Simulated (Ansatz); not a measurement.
Cartesian coordinates in Å:
```
O -0.970 1.491 0.557
Si 0.467 0.760 0.329
O 1.572 1.876 -0.124
S 0.417 -0.709 -1.233
Si -1.169 -1.908 -0.459
H -1.354 1.964 -0.185
H 0.779 0.121 1.620
H 2.367 1.581 -0.570
H -1.149 -1.886 1.032
H -0.959 -3.292 -0.968
```

Charge 0, multiplicity 2.

List the ωB97M-V/def2-TZVPP orbital energies in eV (the Gaussian-basis code of Ansatz). (An estimate is asked.)

The calculation gave: α occupied: -2426.66, -1808.39, -1807.69, -526.48, -526.47, -220.69, -163.76, -163.72, -163.67, -149.25, -148.69, -103.40, -103.38, -103.34, -102.91, -102.80, -102.75, -31.56, -31.00, -23.19, -19.07, -17.48, -17.27, -15.12, -14.19, -13.43, -13.01, -12.63, -12.12, -11.73, -10.92, -10.58, -7.78. α empty: 1.63, 2.10, 2.34, 2.65, 3.19, 3.61, 4.01, 4.30. β occupied: -2426.64, -1808.39, -1807.60, -526.47, -526.47, -220.67, -163.73, -163.70, -163.61, -149.25, -148.59, -103.40, -103.38, -103.34, -102.73, -102.68, -102.63, -31.56, -30.99, -23.07, -19.06, -17.45, -16.78, -15.06, -14.17, -13.38, -12.96, -12.55, -11.96, -11.56, -10.82, -10.18. β empty: -0.96, 1.76, 2.16, 2.46, 2.78, 3.30, 3.69, 4.06. ⟨S²⟩ = 0.752.
